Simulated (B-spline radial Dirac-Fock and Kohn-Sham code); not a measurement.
**Relativistic shifts of the levels of Mn³⁺**

System: the Mn³⁺ ion, configuration [Ar] 3d4.

Both columns are ΔSCF binding energies of the configuration average from a radial B-spline solver: non-relativistic Hartree-Fock with a point nucleus, and Dirac-Fock with a finite nucleus and the Coulomb interaction alone, averaged over the two j levels with weights 2j+1.

| shell | Hartree-Fock (eV) | Dirac-Fock (eV) | shift (eV) | shift (%) |
| --- | --- | --- | --- | --- |
| 1s | 6546.3 | 6601.8 | +55.46 | +0.85 |
| 2s | 815.9 | 827.3 | +11.40 | +1.40 |
| 2p | 697.5 | 699.4 | +1.88 | +0.27 |
| 3s | 137.8 | 139.6 | +1.80 | +1.31 |
| 3p | 101.2 | 101.5 | +0.32 | +0.32 |
| 3d | 49.21 | 48.92 | -0.29 | -0.58 |

Relativity binds 1s, 2s, 2p, 3s, 3p more strongly, among those listed most of all 2s in relative terms, and 3d more weakly, because the contracted s and p shells screen the nucleus better.

Values without a named source are computed, but for edge energies of neutral atoms, which are taken from tables.
